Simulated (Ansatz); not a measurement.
```yaml
crystal:
  periodic: [false, false, false]
  atoms:
    - {symbol: B, position_ang: [-0.964587, 2.281102, 0.191110]}
    - {symbol: S, position_ang: [-1.763522, 0.719069, -0.103470]}
    - {symbol: Si, position_ang: [-0.421214, -0.565552, 0.989985]}
    - {symbol: O, position_ang: [1.021674, -0.724233, 0.242844]}
    - {symbol: C, position_ang: [1.184402, -1.267662, -1.049149]}
    - {symbol: H, position_ang: [-1.449896, 3.242356, -0.320987]}
    - {symbol: H, position_ang: [0.009713, 2.358209, 0.876075]}
    - {symbol: H, position_ang: [-0.137457, 0.010814, 2.318930]}
    - {symbol: H, position_ang: [-1.124286, -1.873214, 1.070245]}
    - {symbol: H, position_ang: [2.253210, -1.336827, -1.254438]}
    - {symbol: H, position_ang: [0.720578, -0.628692, -1.807322]}
    - {symbol: H, position_ang: [0.748382, -2.270468, -1.119725]}
basis:
  gaussian: {orbitals: cc-pVTZ-DK}
hamiltonian: {xc: {name: wB97M-V}}
kpoints: {mp_grid: {grid: [2, 2, 2]}}
```

```sh
$ ansatz run in.yaml --threads 4 --pin off --events-out ev --progress --plain --max-ram 10444MiB
```

(1) How does Ansatz answer? (An estimate is asked.)

## Answers

(1) Computed: The input was rejected before any iteration.
```
Error: invalid value for `basis.gaussian`: such a run doesn't read kpoints; remove what it names
```
